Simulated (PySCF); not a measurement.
## Xe²⁺ (xenon, charge +2) across methods

[Kr] 4d10 5s2 5p3 5d1, high-spin 5D determinant (an excited configuration). All numbers are calculated (PySCF 2.14, a scalar-relativistic core potential, in aug-cc-pVTZ-PP with one added diffuse shell each of d, f type with ECP28MDF (6s5p5d3f, 67 functions)).

```tsv
method	E (hartree)	mean ε 5s β (eV)	mean ε 5p α (eV)	mean ε 5d α (eV)	Σ⟨r²⟩ (bohr²)	⟨S²⟩
r2SCAN	-327.7685	-39.466	-30.097	-13.983	44.94	6.001
PBE0	-327.6678	-40.606	-31.112	-14.845	44.95	6.001
B97-3	-327.7159	-40.592	-31.048	-14.729	44.93	6.001
PW91	-327.7492	-39.628	-29.533	-13.979	45.02	6.001
PBEsol	-327.3346	-39.559	-29.494	-13.874	45.00	6.001
PBE	-327.6395	-39.520	-29.479	-13.951	45.04	6.001
UHF	-326.67836	-42.352	-35.187	-17.088	45.34	6.001
M06	-327.7269	-41.300	-30.695	-14.644	44.96	6.000
LDA	-327.1781	-40.129	-29.567	-13.836	45.14	6.000
```

Energies and moments cover only the electrons outside the core potential. The outer electron is Rydberg-like, and this basis confines it to a smaller radius and binds it less than a complete one would.
